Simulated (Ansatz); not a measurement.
Reaction (redistribution): `[GeH3][GeH2][SiH2][GeH2][GeH3]` + `Cl[SiH2][SiH2][GeH3]` → `[Cl][GeH2][GeH3]` + `[GeH3][SiH2][SiH2][SiH2][GeH2][GeH3]`

Gas-phase electronic energies from Ansatz, PBE0-D4/def2-TZVP geometries. CCSD(T)/CBS adds triple-zeta CCSD(T) − MP2 to the extrapolated MP2 energy (def2 sets, frozen cores). Functionals use def2-TZVPP. B3LYP here is the variant with VWN-RPA as its local correlation; programs differ in this. For Ge outer-core shells are correlated without core-valence functions, which leaves a few kJ/mol of doubt a bond. Scalar relativity is left out up to krypton. One conformer a species, not always the lowest.

`[GeH3][GeH2][SiH2][GeH2][GeH3]`:

Z-matrix (Å, degrees):
```
Ge
Ge 1 2.424
H 1 1.538 2 109.8
H 1 1.538 2 110.0 3 119.2
H 1 1.537 2 111.2 3 -120.3
Si 2 2.379 1 109.9 3 -60.4
H 2 1.540 1 109.8 3 176.8
H 2 1.541 1 108.7 3 59.0
Ge 6 2.379 2 108.1 1 49.0
H 6 1.489 2 109.6 1 -71.5
H 6 1.489 2 110.5 1 169.0
Ge 9 2.424 6 109.9 2 49.0
H 9 1.541 6 109.2 2 -70.2
H 9 1.540 6 111.3 2 170.8
H 12 1.538 9 111.2 6 179.2
H 12 1.538 9 109.7 6 -60.6
H 12 1.538 9 110.1 6 58.6
```

`Cl[SiH2][SiH2][GeH3]`:

```xyz
11

Cl   -1.902   -1.286    1.689
Si   -1.841    0.401    0.499
Si    0.400    0.952    0.143
Ge    1.557   -0.953   -0.692
H    -2.523    0.074   -0.779
H    -2.605    1.470    1.192
H     0.476    2.073   -0.835
H     1.004    1.399    1.428
H     1.556   -2.074    0.356
H     0.866   -1.464   -1.967
H     3.012   -0.592   -1.034
```

`[Cl][GeH2][GeH3]`:

Cartesian coordinates in Å:
```
Cl 0.901 -1.367 -2.109
Ge 1.101 -0.348 -0.207
Ge -1.102 0.455 0.398
H 1.668 -1.386 0.775
H 2.126 0.776 -0.430
H -1.600 1.421 -0.686
H -1.036 1.188 1.747
H -2.059 -0.739 0.510
```

`[GeH3][SiH2][SiH2][SiH2][GeH2][GeH3]`:

Cartesian coordinates in Å:
```
Ge -1.591 0.855 2.018
Si -1.938 -0.929 0.480
Si -1.728 -0.123 -1.702
Si 0.345 0.930 -1.933
Ge 2.091 -0.508 -1.182
Ge 2.453 -0.395 1.214
H -2.756 1.856 1.927
H -1.493 0.344 3.465
H -0.292 1.607 1.679
H -3.283 -1.527 0.708
H -0.913 -1.986 0.704
H -1.815 -1.244 -2.680
H -2.831 0.837 -1.989
H 0.581 1.298 -3.358
H 0.367 2.180 -1.124
H 1.771 -1.963 -1.577
H 3.413 -0.124 -1.875
H 3.693 -1.222 1.597
H 2.681 1.063 1.643
H 1.244 -0.949 1.986
```

| level | ΔE (kcal/mol) | difference from CCSD(T)/CBS |
| --- | --- | --- |
| PBE-D4 | 6.2 | -2.3 |
| B3LYP-D4 | 6.8 | -1.7 |
| ωB97X-V | 7.0 | -1.5 |
| ωB97M-V | 8.0 | -0.5 |
| PBE0 | 7.5 | -1.0 |
| B3LYP | 8.3 | -0.2 |
| CCSD/def2-TZVPP | 7.8 | -0.7 |
| SCS-MP2/def2-QZVPP | 8.7 | 0.2 |
| HF/CBS(def2) | 8.1 | -0.4 |
| CCSD/CBS(def2) | 8.8 | 0.3 |
| CCSD(T)/CBS | 8.5 | 0 |

Largest T1 diagnostic among the species: 0.013.

The D4 term adds −1.4 kcal/mol with B3LYP and −0.9 kcal/mol with PBE0; it sums over pairs of atoms, weighted by their polarisabilities, and B3LYP, whose exchange is more repulsive, gets the larger term.
